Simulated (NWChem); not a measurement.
Molecule: CH5B; SMILES BC

Results from NWChem. Pople sets run with spherical d functions. Structure relaxed at the B3LYP/6-31G* (spherical d) level.

Question: Predict the results for PBE/6-31G*. Quantities: highest occupied level (eV); orbital gap (eV); dipole (D).

Answer: The highest occupied level (eV) is -7.38 and the orbital gap (eV) comes out as 5.47. The dipole (D) comes out as 0.80.
